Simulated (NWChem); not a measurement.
System: BH3SeO2; SMILES OB(O)[SeH]

```xyz
7

B      0.0026    -0.9724     0.0000
O      1.1545    -1.6967     0.0000
H      1.9634    -1.1783     0.0000
O     -1.1906    -1.6108     0.0000
H     -1.0753    -2.5688     0.0000
Se     0.0243     0.9990     0.0000
H     -1.4393     1.1044     0.0000
```
Atoms are numbered in this order, from 1.

Results from NWChem. Pople sets run with spherical d functions. All runs use the structure optimised with PBE0/def2-SVP.

Q: Taking PBE/6-311G** as the yardstick, which of these has the fewest basis functions while keeping “highest occupied level (eV)” within 0.2 eV of it: PBE/3-21G; PBE/STO-3G; PBE/6-31G*?

A: PBE/6-31G*.
```csv
level,basis functions,highest occupied level (eV)
PBE/STO-3G,36,-2.73
PBE/3-21G,55,-5.44
PBE/6-31G*,80,-5.67
PBE/6-311G**,116,-5.81
```

The yardstick is one finite set, not the basis-set limit.
